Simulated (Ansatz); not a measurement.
Consider the hydrogenolysis of a C–F bond: `F[CH]1[NH][AlH]1` + H₂ → `[CH2]1[NH][AlH]1` + H–F.

Calculated with Ansatz (gas phase, PBE0-D4/def2-TZVP geometries, no zero-point term in ΔE). CCSD(T)/CBS is the MP2 limit (def2-TZVPP, def2-QZVPP) plus CCSD(T) − MP2 in def2-TZVPP, frozen cores. This one scheme is used for every species. Functionals use def2-TZVPP.

`F[CH]1[NH][AlH]1`:

```xyz
7

F     0.594    1.567    0.915
C     0.459    0.204    0.630
N    -0.845   -0.146    0.115
Al    0.275   -0.402   -1.187
H     0.790   -0.321    1.528
H    -1.669   -0.091    0.696
H     0.396   -0.812   -2.698
```

H₂:

```xyz
2

H    -0.088   -0.219    0.289
H     0.088    0.219   -0.289
```

`[CH2]1[NH][AlH]1`:

Z-matrix (Å, degrees):
```
C
Al 1 1.919
N 1 1.507 2 58.8
H 1 1.093 2 122.8 3 101.9
H 1 1.093 2 122.8 3 -101.9
H 2 1.571 1 166.1 3 -180.0
H 3 1.005 1 121.0 2 180.0
```

H–F:

Z-matrix (Å, degrees):
```
F
H 1 0.920
```

CCSD(T)/CBS gives -17.4 kcal/mol.

(1) Another level gave -11.3 kcal/mol. Which?
A. BLYP-D4/def2-TZVPP
B. r2SCAN0/def2-TZVPP
C. CAM-B3LYP-D4/def2-TZVPP
D. MP2/def2-TZVPP

Largest T1 diagnostic among the species: 0.015.

## Answers

(1) A. BLYP-D4 -11.3, MP2/def2-TZVPP -18.2, r2SCAN0 -15.1, CAM-B3LYP-D4 -13.8 kcal/mol.

From PBE to PBE0 (25 % exact exchange), in def2-TZVPP and without D4, ΔE moves by −2.7 kcal/mol. At CCSD(T), def2-SVP lies +4.2 kcal/mol from the extrapolated value and def2-TZVPP +0.4 kcal/mol. Leaving LDA and LC-ωPBE aside and taking each functional with its dispersion term where it has one, the values, not all of them listed here, spread over 6.0 kcal/mol, from PBE-QIDH to BLYP-D4. LDA lies +0.8 kcal/mol from PBE without D4.
